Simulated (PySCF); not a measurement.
Compound: C2H4BNO2.
Numbering: `[OH:1][B:2]([OH:3])[C@H:4]1[CH:5]=[N:6]1` (hydrogens: H7 on O1; H8 on O3; H9 on C4; H10 on C5)

Torsions of this conformer, `[OH:1][B:2]([OH:3])[C@H:4]1[CH:5]=[N:6]1`: O1–B2–C4–C5 157°, H–O1–B2–O3 0°, H–O3–B2–O1 3°.

The closed-shell ground state was solved at several levels (PySCF, density fitting, gas phase, non-relativistic). Isolated species at its PBE0-D3(BJ)/def2-SVP geometry (one conformer only).

```json
{"level": "B3LYP/pcJ-1", "basis functions": "202", "HOMO (eV)": "-7.39", "LUMO (eV)": "-0.48", "gap (eV)": "6.91", "dipole (D)": "3.49"}
{"level": "wB97X-D/def2-SVPD", "basis functions": "158", "HOMO (eV)": "-9.67", "LUMO (eV)": "1.19", "gap (eV)": "10.86", "dipole (D)": "3.33"}
{"level": "PBE0/pcSseg-1", "basis functions": "122", "HOMO (eV)": "-7.67", "LUMO (eV)": "-0.25", "gap (eV)": "7.42", "dipole (D)": "3.45"}
```

Q: What might mPW1PW91/pcSseg-2 (272 basis functions) give for the same quantities?

A: HOMO -7.78 eV, LUMO -0.45 eV, gap 7.33 eV, dipole 3.26 D.

Q: Over all these levels, which gives the widest orbital gap and which the narrowest?

A: wB97X-D/def2-SVPD (range-separated hybrid) has the widest, 10.86 eV, and B3LYP/pcJ-1 (global hybrid, 20 % exact exchange) the narrowest, 6.91 eV. Functional and basis both differ between the two, so the spread mixes both effects.

Q: How far do the dipole and the HOMO energy spread over the levels?

A: The dipole runs from 3.26 to 3.49 D (mean 3.38 D) and the HOMO from -9.67 to -7.39 eV.
